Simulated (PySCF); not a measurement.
**Spinor energies of V⁴⁺ (vanadium, charge +4)**

Start: [Ar] 3d1; 3d3/2 filled at m_j = +3/2. Calculated with PySCF 2.14 in x2c-TZVPall-2c: generalised Hartree-Fock with the X2C-1e Hamiltonian and a Gaussian nucleus; one run each with spin-orbit coupling (SO) switched off, then screened by Boettger's factors.

```json
{"spinor shell": "1s1/2", "electrons": "2", "ε, spin-free (eV)": "-5576.7", "ε, screened SO (eV)": "-5576.7", "weight of nominal j (screened SO)": "1.000", "rms radius, screened SO (bohr)": "0.0768"}
{"spinor shell": "2s1/2", "electrons": "2", "ε, spin-free (eV)": "-715.22", "ε, screened SO (eV)": "-715.19", "weight of nominal j (screened SO)": "1.000", "rms radius, screened SO (bohr)": "0.332"}
{"spinor shell": "2p1/2", "electrons": "2", "ε, spin-free (eV)": "-603.64", "ε, screened SO (eV)": "-608.84", "weight of nominal j (screened SO)": "1.000", "rms radius, screened SO (bohr)": "0.301"}
{"spinor shell": "2p3/2", "electrons": "4", "ε, spin-free (eV)": "-603.64", "ε, screened SO (eV)": "-601.05", "weight of nominal j (screened SO)": "1.000", "rms radius, screened SO (bohr)": "0.303"}
{"spinor shell": "3s1/2", "electrons": "2", "ε, spin-free (eV)": "-141.31", "ε, screened SO (eV)": "-141.30", "weight of nominal j (screened SO)": "1.000", "rms radius, screened SO (bohr)": "0.988"}
{"spinor shell": "3p1/2", "electrons": "2", "ε, spin-free (eV)": "-107.58", "ε, screened SO (eV)": "-109.17", "weight of nominal j (screened SO)": "0.854", "rms radius, screened SO (bohr)": "1.04"}
{"spinor shell": "3d3/2", "electrons": "1", "ε, spin-free (eV)": "-65.364", "ε, screened SO (eV)": "-65.411", "weight of nominal j (screened SO)": "0.982", "rms radius, screened SO (bohr)": "1.18"}
```

Q: Where does 3p3/2 lie, and what is the 3p spin-orbit splitting (screened SO)?

A: At -106.77 eV, 2.395 eV above 3p1/2.

```tsv
quantity	spin-free	screened SO
E (hartree)	-944.69527	-944.70568
M_J	3/2	3/2
⟨J²⟩	4.190	3.841
⟨L²⟩	6.005	6.005
⟨S²⟩	0.751	0.752
```

Each row is a mean over spinors that exchange with the open shell spreads, by up to 5.420 eV (3p1/2).

Rows whose weight is well below 1 are mixtures of j = l ± 1/2: exchange outweighs spin-orbit coupling there, and the label is only the starting occupation.

⟨J²⟩ departs a little from M_J(M_J + 1) because the unrestricted spinors polarise the closed shells.

Without spin-orbit coupling the j labels of p, d and f shells carry no meaning; the spin-free column gives the mean over the occupied spinors of each nl shell, and its ⟨J²⟩ belongs to a mixture of degenerate components.
